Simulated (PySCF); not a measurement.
Compound: C2H11NOSi2.
Z-matrix (Å and degrees, PBE0-D3(BJ)/def2-SVP geometry), rows numbered from 1:
```
C 
N   1  1.4544
Si  2  1.7660  1  120.18
C   3  1.8724  2  108.09  1    69.47
Si  4  1.8883  3  112.29  2    51.58
O   5  1.6593  4  108.87  3   -44.60
H   1  1.1010  2  110.66  3  -170.87
H   1  1.1010  2  109.73  3   -53.67
H   1  1.1064  2  113.99  3    67.23
H   2  1.0172  1  111.91  3  -137.22
H   3  1.4939  2  105.17  1  -171.23
H   3  1.5016  2  112.15  1   -53.10
H   4  1.1041  3  108.69  2   -69.74
H   4  1.1039  3  109.01  2   174.29
H   5  1.4992  4  107.77  3    77.61
H   5  1.4928  4  111.14  3  -164.08
H   6  0.9819  5  110.90  4    29.15
```

Level: PBE0/pcSseg-1 in PySCF, non-relativistic, on one gas-phase PBE0-D3(BJ)/def2-SVP geometry that isn't relaxed in the solvent. The solvent is an IEF-PCM continuum (Bondi radii, 1.10 Å for H, scaled by 1.2). Only the electrostatic response of the medium enters.

| run | E − E(gas) (kcal/mol) | HOMO (eV) | HOMO–LUMO gap (eV) | dipole (D) |
| --- | --- | --- | --- | --- |
| gas | 0.00 | -7.37 | 7.95 | 3.00 |
| P | -2.15 | -7.24 | 7.95 | 3.27 |
| Q | -3.86 | -7.15 | 7.93 | 3.48 |

Task: The runs were made in chloroform and cyclohexane. Which run belongs to which solvent?

Result: P = cyclohexane, Q = chloroform. The dielectric constants are 2.017 (cyclohexane), 4.711 (chloroform), and the energy falls further as ε rises. In this model the ground state sees the solvent through ε alone.

Task: How constant is the ratio of the lowering to (ε − 1)/(2ε + 1)?

Result: 
| solvent | (ε − 1)/(2ε + 1) | E − E(gas) (kcal/mol) | ratio (kcal/mol) | polarisation term (kcal/mol) |
| --- | --- | --- | --- | --- |
| cyclohexane | 0.202 | -2.15 | -10.6 | -2.26 |
| chloroform | 0.356 | -3.86 | -10.8 | -4.21 |

The ratio changes by +1.8 % in size from cyclohexane to chloroform. The polarisation term is half the interaction of the solute with the induced surface charges.
